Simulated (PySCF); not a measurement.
Löwdin shares of the frontier orbitals

C6H9BN2.
Structure used (PBE0-D3(BJ)/def2-SVP), in Å, numbered top down from 1:
```xyz
18
C6H9BN2 angstrom
C     -3.1929    0.5670   -1.3692
C     -2.1862   -0.1962   -0.6667
N     -1.3763   -0.7939   -0.1125
B     -0.1840   -1.5454    0.6099
N      1.0698   -0.7771    0.2645
C      1.5453    0.3226    0.9299
C      2.6137    0.8501    0.2347
C      2.7978    0.0315   -0.9148
C      1.8319   -0.9520   -0.8613
H     -4.0036    0.8442   -0.6803
H     -2.7369    1.4818   -1.7752
H     -3.6064   -0.0268   -2.1971
H     -0.2095   -2.6727    0.1433
H     -0.4713   -1.5023    1.7949
H      1.0882    0.6383    1.8662
H      3.2095    1.7128    0.5291
H      3.5640    0.1385   -1.6813
H      1.6324   -1.7824   -1.5364
```

Theory: TDDFT PBE0/def2-SVPD, vertical, gas phase, core orbitals frozen in the response (PySCF 2.14.0, density-fitted response routines).

Frontier orbitals with the atoms that hold most of them (Löwdin shares over 4%, at most four atoms; ? is withheld):

| orbital | ε (eV) | atoms |
| --- | --- | --- |
| HOMO-3 | -9.33 | B4 27%, N5 16%, H13 12%, H14 12% |
| HOMO-2 | -8.15 | B4 34%, H13 19%, H14 19%, N3 9% |
| HOMO-1 | -6.19 | ? |
| HOMO | -5.39 | C9 27%, C6 27%, C8 15%, C7 15% |
| LUMO | ? | ? |
| LUMO+1 | -0.82 | N3 34%, C2 33%, C1 14%, H12 6% |
| LUMO+2 | -0.29 | C1 36%, C2 23%, H10 11%, H12 11% |

(1) Which atoms hold the HOMO-1, and with what shares?

(2) Give the leading atoms of the LUMO.

(3) What is the LUMO energy, and the HOMO–LUMO gap?

Results:

(1) N5 (bonded to B and 2 C) 28%; C7 (bonded to 2 C and H) 25%; C8 (bonded to 2 C and H) 25%; C6 (bonded to C, N and H) 6%. By element: carbon 55% or more, nitrogen 28% or more.

(2) N3 (bonded to B and C) 34%; C2 (bonded to C and N) 34%; C1 (bonded to C and 3 H) 14%; H11 (bonded to C) 7%. By element: carbon 47% or more, nitrogen 34% or more, hydrogen 7% or more.

(3) ε(LUMO) = -0.92 eV; the gap is 4.47 eV (0.1643 hartree).

**Question.** How does S1 compare with the orbital gap of 4.47 eV?

**Answer.** S1 is at 3.59 eV (f = 0.0004), 0.88 eV below the gap, made of HOMO→LUMO (100%). 

**Question.** One configuration dominates each of S1, S2, S3, S5 and S8. Which, and how do the shares of the two leading atoms of either orbital change from the occupied to the empty one?

**Answer.** 
- S1 (3.59 eV, f 0.0004), HOMO→LUMO (100%): C9 27% → at most 8%, C6 27% → at most 8%, N3 at most 15% → 34%, C2 at most 15% → 34%
- S2 (3.72 eV, f 0.0053), HOMO→LUMO+1 (100%): C9 27% → at most 7%, C6 27% → at most 7%, N3 at most 15% → 34%, C2 at most 15% → 33%
- S3 (4.39 eV, f 0.041), HOMO-1→LUMO (99%): N5 28% → at most 8%, C7 25% → at most 8%, N3 at most 7% → 34%, C2 at most 7% → 34%
- S5 (4.47 eV, f 0.0001), HOMO-1→LUMO+1 (100%): N5 28% → at most 7%, C7 25% → at most 7%, N3 at most 7% → 34%, C2 at most 7% → 33%
- S8 (5.83 eV, f 0.0007), HOMO-2→LUMO (97%): B4 34% → at most 8%, H13 19% → at most 8%, N3 9% → 34%, C2 at most 9% → 34%

One conformer stands for the species.
